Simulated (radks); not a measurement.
Values are calculated unless marked as measured or tabulated.
Excited configurations of the osmium ion Os58+: one electron is placed in a higher orbital outside [Ne] 3s2 3p5. The ground configuration is [Ar]. Code: a radial shooting solver on a logarithmic mesh with Libxc functionals. Model: scalar-relativistic Kohn-Sham, PBE, spin-polarised, spherical densities, finite nucleus; open shells are filled with parallel spins first (spin-orbit coupling, left out, can overturn this in heavy ions); Fermi nuclear charge, rms radius 5.4126 fm. Excitation = E - E(ground); binding = E(ion) - E, where the ion is the core of charge +59; n* = 59/sqrt(2 binding) in atomic units. These energies are relativistic, and a one-electron ion of charge +59 with no core already has n* below n in this formula (scalar-relativistic equation, point nucleus: 5p 4.952, 5f 4.987, 6p 5.950, 6f 5.985, 7d 6.973, 7f 6.983). The quantum defect is therefore taken as that value minus n*, so that it holds no relativistic shift of the bare ion.

| outer orbital | excitation (eV) | binding (eV) | n* | quantum defect | eigenvalue (eV) | <r> (bohr) |
|---|---|---|---|---|---|---|
| 5p | 4144.4 | 2092.4 | 4.758 | 0.194 | -2076.6 | 0.5605 |
| 5f | 4287.8 | 1949.0 | 4.930 | 0.058 | -1931.1 | 0.5164 |
| 6p | 4806.4 | 1430.4 | 5.754 | 0.195 | -1420.4 | 0.8270 |
| 6f | 4886.2 | 1350.6 | 5.922 | 0.063 | -1338.8 | 0.7907 |
| 7d | 5227.4 | 1009.4 | 6.850 | 0.123 | -1001.9 | 1.144 |
| 7f | 5246.3 | 990.49 | 6.915 | 0.068 | -982.73 | 1.116 |

The Delta-SCF ionisation energy is 6236.8 eV (NIST Atomic Spectra Database: 6115 eV, theoretical). Self-interaction in the functional shifts the binding energies and quantum defects, so they are the method's values and not measured ones. Open shells are spherical and high-spin; term and fine-structure splittings are not resolved. Spin-orbit splitting is averaged out at the scalar-relativistic level.
